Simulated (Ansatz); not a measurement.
Consider the ligand exchange at the In–S bond: `[F][In]([SH])[O][SiH3]` + H–F → `[F][In]([F])[O][SiH3]` + H₂S.

Gas-phase electronic energies from Ansatz, PBE0-D4/def2-TZVP geometries. CCSD(T)/CBS adds triple-zeta CCSD(T) − MP2 to the extrapolated MP2 energy (def2 sets, frozen cores). This one scheme is used for every species. DFT in def2-TZVPP. def2 core potentials past Kr. For In outer-core shells are correlated without core-valence functions, which leaves a few kJ/mol of doubt a bond. One conformer a species, not always the lowest.

`[F][In]([SH])[O][SiH3]`:

Z-matrix (Å, degrees):
```
Si
O 1 1.637
H 1 1.489 2 111.3
H 1 1.486 2 108.1 3 -119.6
H 1 1.489 2 111.3 3 120.8
In 2 1.954 1 136.1 3 -59.2
S 6 2.341 2 126.7 1 -179.8
F 6 1.944 2 112.8 1 0.1
H 7 1.345 6 91.6 2 -180.0
```

H–F:

```xyz
2

F    -0.024   -0.187    0.419
H     0.024    0.187   -0.419
```

`[F][In]([F])[O][SiH3]`:

Cartesian coordinates in Å:
```
F -0.492 -2.767 -0.585
In -1.379 -1.200 0.103
F -3.221 -1.403 0.610
O -0.464 0.504 0.277
Si 1.044 1.077 -0.032
H 1.423 0.839 -1.452
H 2.052 0.414 0.840
H 1.037 2.536 0.240
```

H₂S:

Z-matrix (Å, degrees):
```
S
H 1 1.341
H 1 1.341 2 92.3
```

CCSD(T)/CBS gives +13.3 kcal/mol.

Another level gave +13.5 kcal/mol. Which?
A. revPBE-D4/def2-TZVPP
B. MP2/def2-TZVPP
C. PBE0/def2-TZVPP
D. CAM-B3LYP/def2-TZVPP

C. PBE0 13.5, revPBE-D4 12.1, CAM-B3LYP 10.0, MP2/def2-TZVPP 14.7 kcal/mol.

Largest T1 diagnostic among the species: 0.017.

At CCSD(T), def2-SVP lies −4.1 kcal/mol from the extrapolated value and def2-TZVPP −0.2 kcal/mol. The D4 term adds +1.3 kcal/mol with B3LYP and +0.7 kcal/mol with PBE0; it sums over pairs of atoms, weighted by their polarisabilities, and B3LYP, whose exchange is more repulsive, gets the larger term. From PBE to PBE0 (25 % exact exchange), in def2-TZVPP and without D4, ΔE moves by +1.6 kcal/mol.

B3LYP here is the variant with VWN-RPA as its local correlation; programs differ in this.
